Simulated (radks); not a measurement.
Charge is removed step by step from the 4s down level of Au, starting from [Ar] 3d10 4s(up 1, down 1) 4p6 4d10 4f14 5s2 5p6 5d10 6s1. All-electron calculation, scalar-relativistic Kohn-Sham, PBE, spin-polarised, spherical densities, point nucleus; open shells are filled with parallel spins first (spin-orbit coupling, left out, can overturn this in heavy ions). Program: a radial shooting solver on a logarithmic mesh with Libxc functionals.

removed (e) = 0: E - E(0) (eV) 0.000; eigenvalue (eV) -730.18; E minus straight line (eV) 0.000
removed (e) = 0.125: E - E(0) (eV) 91.360; eigenvalue (eV) -733.30; E minus straight line (eV) -1.419
removed (e) = 0.25: E - E(0) (eV) 183.11; eigenvalue (eV) -736.47; E minus straight line (eV) -2.445
removed (e) = 0.375: E - E(0) (eV) 275.27; eigenvalue (eV) -739.69; E minus straight line (eV) -3.071
removed (e) = 0.5: E - E(0) (eV) 367.82; eigenvalue (eV) -742.96; E minus straight line (eV) -3.292
removed (e) = 0.625: E - E(0) (eV) 460.79; eigenvalue (eV) -746.28; E minus straight line (eV) -3.100
removed (e) = 0.75: E - E(0) (eV) 554.18; eigenvalue (eV) -749.64; E minus straight line (eV) -2.492
removed (e) = 0.875: E - E(0) (eV) 647.99; eigenvalue (eV) -753.05; E minus straight line (eV) -1.460
removed (e) = 1: E - E(0) (eV) 742.23; eigenvalue (eV) -756.50; E minus straight line (eV) 0.000

Removing the whole electron costs 742.23 eV by Delta-SCF, against 730.18 eV from minus the eigenvalue at the starting occupation. Slater's transition state (half an electron removed) gives 742.96 eV. Integrating minus the eigenvalue over the occupation (Janak's theorem) gives 743.09 eV. In this scalar-relativistic scheme the density is built from large components alone, so the theorem holds only approximately. The mean slope of the eigenvalue, de/dn, is 26.3 eV per electron.
